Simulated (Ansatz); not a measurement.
Calculated with Ansatz (gas phase, PBE0-D4/def2-TZVP geometries, no zero-point term in ΔE). CCSD(T)/CBS is the MP2 limit (def2-TZVPP, def2-QZVPP) plus CCSD(T) − MP2 in def2-TZVPP, frozen cores. This one scheme is used for every species. DFT in def2-TZVPP. For Br, Ge outer-core shells are correlated without core-valence functions, which leaves a few kJ/mol of doubt a bond. Scalar relativity is left out up to krypton. One conformer a species, not always the lowest.

Reaction (ligand exchange at a Ge–S bond): `C[S][GeH2][CH3]` + HBr → `[CH3][GeH2][Br]` + CH₃SH

`C[S][GeH2][CH3]`:

```xyz
12

C    -0.493    1.280   -1.562
S     0.780    1.643   -0.323
Ge    1.102   -0.399    0.482
C    -0.492   -1.057    1.396
H    -0.706    2.216   -2.078
H    -0.138    0.552   -2.292
H    -1.414    0.923   -1.100
H     2.291   -0.272    1.449
H     1.465   -1.336   -0.689
H    -0.308   -2.054    1.800
H    -0.754   -0.384    2.213
H    -1.333   -1.114    0.703
```

HBr:

Cartesian coordinates in Å:
```
Br -0.414 0.251 0.520
H 0.414 -0.251 -0.520
```

`[CH3][GeH2][Br]`:

```xyz
8

C     0.757   -0.690   -0.324
Ge   -0.553    0.677    0.099
Br   -1.712   -0.015    1.986
H     0.254   -1.637   -0.520
H     1.443   -0.817    0.513
H     1.325   -0.397   -1.210
H    -1.604    0.855   -1.007
H     0.090    2.024    0.463
```

CH₃SH:

```xyz
6

C     0.020    0.138    0.471
S     0.163    0.375   -1.314
H    -0.998   -0.121    0.759
H     0.277    1.094    0.926
H     0.718   -0.616    0.832
H    -0.181   -0.870   -1.675
```

```csv
level,ΔE (kcal/mol),difference from CCSD(T)/CBS
r2SCAN-D4,-9.7,-0.3
B97M-V,-9.6,-0.2
PBE0-D4,-9.6,-0.2
B2PLYP,-10.6,-1.2
PBE-QIDH,-10.3,-0.9
revPBE,-10.3,-0.9
r2SCAN0,-10.6,-1.2
CAM-B3LYP,-11.1,-1.7
LC-ωPBE,-10.5,-1.1
MP2/def2-SVP,-9.4,0.0
CCSD/def2-SVP,-9.7,-0.3
MP2/def2-TZVPP,-9.2,0.2
SCS-MP2/def2-TZVPP,-10.0,-0.6
SCS-MP2/def2-QZVPP,-10.0,-0.6
HF/CBS(def2),-14.3,-4.9
CCSD/CBS(def2),-10.1,-0.7
CCSD(T)/CBS,-9.4,0
```

Largest T1 diagnostic among the species: 0.010.

From PBE to PBE0 (25 % exact exchange), in def2-TZVPP and without D4, ΔE moves by −0.8 kcal/mol. In def2-TZVPP, CCSD(T) changes the Hartree–Fock value by +4.9 kcal/mol (the triples alone add +0.8 kcal/mol) and MP2 by +5.0 kcal/mol.
